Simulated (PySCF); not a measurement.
Si(H)2(SeH)2 (H₄Se₂Si), SMILES [SeH][SiH2][SeH]. Atoms are numbered in the order given.

```xyz
7

Si     0.0000     0.0000    -1.0066
Se     1.9142     0.0260     0.2332
Se    -1.9142    -0.0260     0.2332
H      0.1185     1.2185    -1.8572
H     -0.1185    -1.2185    -1.8572
H      1.5422    -1.1902     0.9734
H     -1.5422     1.1902     0.9734
```
Charge 0, spin multiplicity 1.

Geometry optimised at PBE0-D3(BJ)/def2-SVP. This is a generated structure with no PubChem entry under its InChIKey; it may be hypothetical. One conformer was computed; it need not be the lowest.

Two levels are set side by side: PBE/pcSseg-1 (PySCF) and HF/pcSseg-1 (PySCF). GIAO shifts against Me2Se (⁷⁷Se), TMS (²⁹Si), TMS (¹H) at the same level; non-relativistic, no solvent, atoms listed together averaged. Differences are taken from unrounded values.

```csv
quantity,HF
δ(²⁹Si) of Si1 (ppm),-14.1
"δ(⁷⁷Se) of Se2, Se3 (ppm)",-245.0
"δ(¹H) of H4, H5 (ppm)",5.41
"δ(¹H) of H6, H7 (ppm)",1.26
```

Question: What does PBE give, and how far is it from HF? (An estimate is asked for; the answer gives what the named calculation found.)

Answer: 
| quantity | PBE | PBE minus HF |
|---|---|---|
| δ(²⁹Si) of Si1 (ppm) | -9.3 | 4.8 |
| δ(⁷⁷Se) of Se2, Se3 (ppm) | -329.3 | -84.3 |
| δ(¹H) of H4, H5 (ppm) | 6.07 | 0.66 |
| δ(¹H) of H6, H7 (ppm) | 0.93 | -0.33 |

Rough cost on one machine, each run with all the roots and properties that it gave: HF against PBE within a factor of 2.
